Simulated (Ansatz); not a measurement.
BH2O2 (SMILES O[B]O) moved off its minimum; all values from Ansatz (a first-principles code), cores frozen in correlated methods. Open shells are unrestricted.
(charge 0, multiplicity 2)
```xyz
5

O      1.16190     0.09652    -0.38891
B     -0.09195    -0.46116    -0.20347
O     -1.09050     0.02262     0.34821
H      1.27421     1.03761     0.00873
H     -1.16964     0.74602     0.80114
```

Problem. Give the forces (eV/Å), the total energy and the dipole at CCSD(T)/cc-pVTZ.

Solution. 
| atom | Fx | Fy | Fz |
|---|---|---|---|
| O1 | -0.032 | 1.831 | 0.957 |
| B2 | 5.750 | -1.815 | -2.899 |
| O3 | -4.840 | -4.422 | -1.134 |
| H4 | -0.411 | -2.251 | -0.916 |
| H5 | -0.468 | 6.657 | 3.992 |
Energy -176.2396 hartree, dipole 3.45 D.
